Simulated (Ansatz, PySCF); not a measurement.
Species: In$_{2}$O, charge 0, multiplicity 1. 
Geometry from a B3LYP-D3(BJ)/def2-TZVP (Ansatz, a program for electronic structure) optimisation:
```
O
In 1 2.0164
In 1 2.0164 2 180.00
```
Charge 0, spin multiplicity 1.

Wanted: vertical ionisation energy (to the doublet state of charge +1; each state is the SCF solution reached for its spin; for the doublet T1 is 0.046), in eV. Valence correlation only, unless marked. UHF or UKS for open shells. No spin-orbit coupling. The frozen core is the preceding noble-gas configuration, with the filled d and f shells of earlier blocks. In def2 rows, elements after Kr have scalar-relativistic effective core potentials. 

```tsv
level	program	vertical ionisation energy (eV)
SVWN5/def2-TZVPD	Ansatz	7.85
PBE/def2-TZVPD	Ansatz	7.51
r2SCAN/def2-TZVPD	Ansatz	7.57
B3LYP/def2-TZVPD	Ansatz	7.65
PBE0/def2-TZVPD	Ansatz	7.55
BHLYP/def2-TZVPD	Ansatz	7.54
CAM-B3LYP/def2-TZVPD	Ansatz	7.80
wB97M-V/def2-TZVPD	Ansatz	7.79
wB97X-V/def2-TZVPD	Ansatz	7.77
CCSD/def2-SVPD	Ansatz	7.59
CCSD/def2-TZVPPD	Ansatz	7.60
CCSD(T)/def2-SVPD	Ansatz	7.63
CCSD(T)/def2-TZVPPD	Ansatz	7.66
```

For comparison, minus the highest occupied orbital energy (PySCF): 5.02 eV at M06-L/def2-TZVPD, 7.73 eV at HF/def2-TZVPD, 5.94 eV at PW6B95/def2-TZVPD.
